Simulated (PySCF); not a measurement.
SiCl3: fields on a plane

Method: PySCF, UPBE0, basis Si def2-TZVP, Cl def2-TZVP (no relativity, density fitting).

The doublet minimum has Si–Cl 2.043 Å (×3); Cl–Si–Cl 109.5° (×3).

The plane holds Si1 at (0.00, 0.00), Cl2 at (2.04, 0.00), Cl3 at (-0.68, 1.93) Å. Columns run from x = -2.55 to 4.35 Å, rows from y = 4.35 (top) to -1.95 Å, in steps of 0.3 Å. Other isomers or separated fragments may lie lower.

**Question.** Give the spin density (e/Å³) (cut at ±0.5 e/Å³). Lower edges of the bins (e/Å³): '_' -0.012, '.' 0.032, ':' 0.077, '-' 0.121, '=' 0.165, '+' 0.210, '*' 0.254, '#' 0.299, '%' 0.343, '@' 0.388; top 0.43, each point printed twice.

**Answer.** 
```
________________________________________________
________________________________________________
________________________________________________
________________________________________________
________________________________________________
________________________________________________
____________....________________________________
________________________________________________
____________..__________________________________
__________..____________________________________
__________......________________________________
________________________________________________
________________________________________________
__________________________________..____________
__________....__::________....____....__________
__________..::__@@--______....--________________
__________..::--..__________..__________________
__________..::----::..__________________________
____________....::....__________________________
________________________________________________
________________________________________________
________________________________________________
```

**Question.** Give the electron density (e/Å³) (cut at 5 e/Å³). Lower edges of the bins (e/Å³): '0' 0.000, '1' 0.030, '2' 0.076, '3' 0.151, '4' 0.268, '5' 0.455, '6' 0.750, '7' 1.218, '8' 1.960, '9' 3.136; top 5.00.

**Answer.** 
```
000000000000000000000000
000000000000000000000000
000000000000000000000000
000001111000000000000000
000122332110000000000000
001235554321000000000000
002357776431000000000000
012578997642000000000000
013579998642100000000000
013578997642111110000000
012467777542222222100000
001345666543334444210000
001234555544456765421000
000123458855567887531000
000123489985679998642000
000123489985679998642000
000123458855567887531000
000112344444456765421000
000012333332334444210000
000011222211122222100000
000001111110001110000000
000000000000000000000000
```
